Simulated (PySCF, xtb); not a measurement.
ZrI₃, SMILES [Zr]([I])([I])[I] (connectivity only; charge and spin as stated), neutral, multiplicity 2.

Harmonic wavenumbers (cm⁻¹) from GFN2-xTB (xtb) at its own minimum, in rising order: 35, 36, 37, 207, 269, 269.

### Question
What does B3LYP-D3(BJ)/def2-SVP (PySCF) give at its own minimum? (The exact figures need the calculation; the answer reports its results.)

### Answer
39, 39, 39, 154, 262, 262. Paired by order, the mean absolute difference is 13 cm⁻¹ and the zero-point energies are 1.2 and 1.1 kcal/mol.
